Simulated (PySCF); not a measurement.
**Vibration and rotation of TaO⁺**

ROHF-CCSD(T) constants of TaO⁺, ³Δ (triplet), unpaired electrons σ ↑, δ ↑ (Ta def2-TZVPPD with ECP60, O def2-TZVPPD; scalar-relativistic core potentials (PySCF 2.14); masses 180.9480 and 15.9949 u):

- ωe: 1041.8 cm⁻¹
- ωexe: 3.63 cm⁻¹
- Be: 0.40609 cm⁻¹
- αe: 0.00186 cm⁻¹
- D (centrifugal): 2.47e-07 cm⁻¹
- De to Ta⁺ (5d3 6s1) + O: 7.54 eV

(1) Give the vibrational terms G(v) and spacings up to v = 6.

(2) How well does the Morse estimate ωe²/(4ωexe) reproduce De, and what is D0?

Correlated steps freeze 1 core orbital. Spin–orbit coupling is left out, which matters for elements this heavy, above all for dissociation energies. For an ion De counts to the pair picked by the measured ionisation energies or electron affinities, which need not be the lowest pair at this level. With d or f electrons several states lie close, and the lowest PBE0 determinant need not be the measured ground state.

Answers

(1) G(v) = ωe(v+½) − ωexe(v+½)².

| v | G(v) (cm⁻¹) | G(v) − G(v−1) | Bv (cm⁻¹) |
| --- | --- | --- | --- |
| 0 | 520.0 |  | 0.4052 |
| 1 | 1554.5 | 1034.5 | 0.4033 |
| 2 | 2581.8 | 1027.3 | 0.4014 |
| 3 | 3601.8 | 1020.0 | 0.3996 |
| 4 | 4614.6 | 1012.8 | 0.3977 |
| 5 | 5620.1 | 1005.5 | 0.3959 |
| 6 | 6618.3 | 998.2 | 0.3940 |

(2) It gives 9.27 eV, 123 % of the computed De. D0 = De − G(0) = 7.54 − 0.06 = 7.48 eV.
